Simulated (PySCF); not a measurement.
The same groups moved round the core (norbornane formyl+boryl). Isolated molecules, 0 K electronic values unless said otherwise. One relaxed conformer stands for each flexible species; it need not be the lowest. Strings in code marks are SMILES.

Calculation: B3LYP-D3(BJ)/def2-TZVP // PBE0-D4/def2-SVP run with PySCF 2.14.0. All candidates: neutral, multiplicity 1. B3LYP has the VWN-RPA correlation part, as in Gaussian. Excitations are Tamm–Dancoff values on a coarser integration grid. The basis has no diffuse functions, so Rydberg states are missing or too high.

- T1 excitation (TDA): 3.51 eV
- LUMO: -2.03 eV
- HOMO: -7.02 eV

**Question.** Name which member has these values.
A) `B[C@]1(C=O)[C@H]2CC[C@@H]1CC2`
B) `B[C@]12CC[C@H](CC1)[C@@H]2C=O`
C) `B[C@@H]1C[C@H]2CC[C@@H]1[C@H]2C=O`
D) `B[C@@]12CC[C@@H](C[C@@H]1C=O)C2`

**Answer.** A, `B[C@]1(C=O)[C@H]2CC[C@@H]1CC2`. The others give `B[C@]12CC[C@H](CC1)[C@@H]2C=O`: 3.64 eV, -1.69 eV, -7.12 eV; `B[C@@H]1C[C@H]2CC[C@@H]1[C@H]2C=O`: 3.78 eV, -1.49 eV, -7.46 eV; `B[C@@]12CC[C@@H](C[C@@H]1C=O)C2`: 3.73 eV, -1.65 eV, -7.16 eV
